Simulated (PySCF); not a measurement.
Stepwise substitution at one centre (Sn F-OCH3). Isolated molecules, 0 K electronic values unless said otherwise. One relaxed conformer stands for each flexible species; it need not be the lowest. Strings in code marks are SMILES.

Method: PBE-D3(BJ)/def2-TZVP // PBE0-D3(BJ)/def2-SVP run with PySCF. Excitations are Tamm–Dancoff values on a coarser integration grid. The basis has no diffuse functions, so Rydberg states are missing or too high.

```csv
species,HOMO (eV),S1 oscillator strength,T1 excitation (TDA) (eV)
0 of 4 F replaced by OCH3 (`[Sn]([F])([F])([F])[F]`),-10.22,___,–
1 of 4 F replaced by OCH3 (`C[O][Sn]([F])([F])[F]`),-7.52,0.004,3.15
2 of 4 F replaced by OCH3,___,0.000,___
3 of 4 F replaced by OCH3 (`C[O][Sn]([F])([O]C)[O]C`),-6.66,0.006,3.43
4 of 4 F replaced by OCH3 (`C[O][Sn]([O]C)([O]C)[O]C`),-6.34,0.000,–
```

Task: What belongs in the gaps?

Result: 
- 0 of 4 F replaced by OCH3 (`[Sn]([F])([F])([F])[F]`), S1 oscillator strength: 0.000
- 2 of 4 F replaced by OCH3, HOMO (eV): -7.00
- 2 of 4 F replaced by OCH3, T1 excitation (TDA) (eV): 3.27
